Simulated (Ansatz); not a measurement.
`B1CS1` and `[CH2]1[S][InH]1` differ in one element.

Ansatz, PBE0-D4/def2-TZVP geometries, multiplicity 1. 

Elements past krypton have def2 core potentials.

| property | `B1CS1` |
| --- | --- |
| HOMO–LUMO gap (B3LYP/def2-TZVPP) / eV | 5.99 |
| HOMO energy (PBE0/def2-TZVPP) / eV | -7.66 |
| LUMO energy (PBE/def2-TZVPP) / eV | -2.18 |
| HOMO energy (PBE/def2-TZVPP) / eV | -6.53 |
| HOMO–LUMO gap (ωB97M-V/def2-TZVPP) / eV | 10.57 |
| LUMO energy (ωB97M-V/def2-TZVPP) / eV | 0.76 |

(1) What does the change do to each property? (An estimate is asked.)

Results:

(1) Computed: 
```json
{"property": "HOMO–LUMO gap (B3LYP/def2-TZVPP) / eV", "`[CH2]1[S][InH]1`": "4.02", "shift": "-1.97"}
{"property": "HOMO energy (PBE0/def2-TZVPP) / eV", "`[CH2]1[S][InH]1`": "-6.13", "shift": "1.53"}
{"property": "LUMO energy (PBE/def2-TZVPP) / eV", "`[CH2]1[S][InH]1`": "-2.35", "shift": "-0.17"}
{"property": "HOMO energy (PBE/def2-TZVPP) / eV", "`[CH2]1[S][InH]1`": "-5.19", "shift": "1.34"}
{"property": "HOMO–LUMO gap (ωB97M-V/def2-TZVPP) / eV", "`[CH2]1[S][InH]1`": "7.94", "shift": "-2.63"}
{"property": "LUMO energy (ωB97M-V/def2-TZVPP) / eV", "`[CH2]1[S][InH]1`": "-0.18", "shift": "-0.94"}
```

With PBE0 the HOMO rises by 1.53 eV and the LUMO falls by 0.44 eV, so the gap narrows by about 1.97 eV. PBE moves the HOMO by 1.34 eV and ωB97M-V by 1.69 eV.

B3LYP here is the variant with VWN-RPA as its local correlation; programs differ in this.
